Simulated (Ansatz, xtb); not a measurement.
**Ranking isomers of AlClFH2Si**

3 gas-phase structures of AlClFH2Si, found in a search over its isomers (lower ones may exist). Each was relaxed with GFN2-xTB; where two conformers were screened, the lower at r2SCAN-D4/def2-SVP//GFN2-xTB is listed:

A. `F[SiH][AlH][Cl]`, a doublet
B. `[F][AlH][SiH]Cl`, a doublet
C. `[F][Al]([SiH2])[Cl]`, a doublet

Task: Estimate their order in r2SCAN-D4/def2-SVP//GFN2-xTB energy at these geometries, lowest first.

Result: Calculated order at r2SCAN-D4/def2-SVP//GFN2-xTB: C (0.0), B (96.7), A (116.7) kJ/mol.

Energies above the lowest of each column, in kJ/mol:

| structure | GFN2-xTB | HF/STO-3G | r2SCAN-D4/def2-SVP//GFN2-xTB |
| --- | --- | --- | --- |
| C | 0.0 | 0.0 | 0.0 |
| B | 48.7 | 100.0 | 96.7 |
| A | 59.8 | 104.3 | 116.7 |

Every level run on C puts it lowest or level with the lowest. Some further structures that were screened fall inside this span and aren't listed. Flexible structures stand in one conformer each, not always the lowest. Frequencies (r2SCAN-D4/def2-SVP) were run for C alone. Open shells are spin-unrestricted.

Programs: Ansatz 0.2.0, xtb 6.7.1.
